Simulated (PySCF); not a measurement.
Part of a log for (ClBe-mu-H)2 (Be2Cl2H2): ground state, then the species with a core hole.

Method: delta-SCF UKS SCAN, pcX-2 on the ionised atom, pcseg-1 elsewhere, spin-free X2C (PySCF). Atoms in this output count from 0. The cycles run on a coarse integration grid; for E(ground) and E(ion) the exchange–correlation energy is redone on a finer one, so they differ from the last cycle, and only they enter the binding energy.

Coordinates (Å, PBE0-D3(BJ)/def2-SVP):
```
Be     0.128523     0.393385    -0.897375
Cl     0.368923     1.123107    -2.564124
H     -0.964338     0.507515     0.083395
Be    -0.127261    -0.393530     0.897779
Cl    -0.372470    -1.123046     2.563870
H      0.966622    -0.507431    -0.083555
```

```
ground state, core basis on atom 1 (Cl), 106 functions
  cycle   1  E = -953.99019855  |g| = 4.85e-01
  cycle   2  E = -953.99040388  |g| = 3.38e-02
  cycle   3  E = -953.99037451  |g| = 2.06e-02
  cycle   4  E = -953.99045899  |g| = 1.22e-02
  cycle   5  E = -953.99049390  |g| = 1.34e-03
  cycle   6  E = -953.99049224  |g| = 1.81e-04
  E(ground) = -953.98132663 Eh
hole in Cl 2p of atom 1
  cycle   1  E = -945.93059491  |g| = 1.71e+00
  cycle   2  E = -946.12097745  |g| = 1.11e+00
  cycle   3  E = -946.38439017  |g| = 1.06e-01
  cycle   4  E = -946.38538532  |g| = 7.83e-02
  cycle   5  E = -946.38919841  |g| = 2.76e-02
  cycle   6  E = -946.38973014  |g| = 8.69e-03
  cycle   7  E = -946.38977209  |g| = 1.58e-03
  cycle   8  E = -946.38977280  |g| = 3.07e-04
  E(ion) = -946.38953731 Eh   <S^2> = 0.7515   hole on atom = 1.001
```

Task: What energy does this spin-free Cl 2p hole on atom 1 cost, and which doublet follows from it?

Result: (-946.389537 − (-953.981327)) Eh × 27.2114 eV/Eh = 206.58 eV. With the spin–orbit matrix of the shell the program then gives 2p3/2 = 206.01 eV and 2p1/2 = 207.66 eV; their weighted mean, 206.56 eV, differs from that hole by -0.02 eV, as the three ground-state 2p orbitals of the atom aren't degenerate.

Isolated species at its PBE0-D3(BJ)/def2-SVP geometry, gas phase.
Labels such as C1 count atoms from 1, the log's own numbers from 0.
